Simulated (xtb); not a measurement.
Si(F)(NH2) (FH2NSi), SMILES N[Si]F (connectivity only; charge and spin as stated), neutral, multiplicity 1. All values are semi-empirical tight-binding results from xtb (GFN2-xTB unless named), good for trends rather than for accurate numbers. Geometry: GFN2-xTB. The values are those of a single conformer.

Optimised geometry:

```xyz
5

Si     0.6547    -0.0923     0.0000
F     -0.5551    -1.2110     0.0000
N     -0.3864     1.2568     0.0000
H     -1.3953     1.1836     0.0000
H     -0.0694     2.2100     0.0000
```

```
Property                                          Value
----------------------------------------  -------------
point group as xtb finds it                          Cs
orbital gap                                     3.63 eV
dipole moment                                    2.13 D
zero-point energy                         17.0 kcal/mol
G − E(el) at 298.15 K (modified RRHO)      0.6 kcal/mol
static polarisability (D4 model)             45.3 bohr³
solvation energy, GFN2-xTB/ALPB(water)    -1.2 kcal/mol
solvation energy, GFN2-xTB/ALPB(benzene)  -0.6 kcal/mol
```

Computed atomic charges and the Wiberg bond orders between heavy atoms:
charges (e) Si1 0.43, F2 -0.32, N3 -0.40, H4 0.16, H5 0.13. Bond orders Si1–F2 1.09, Si1–N3 1.29.
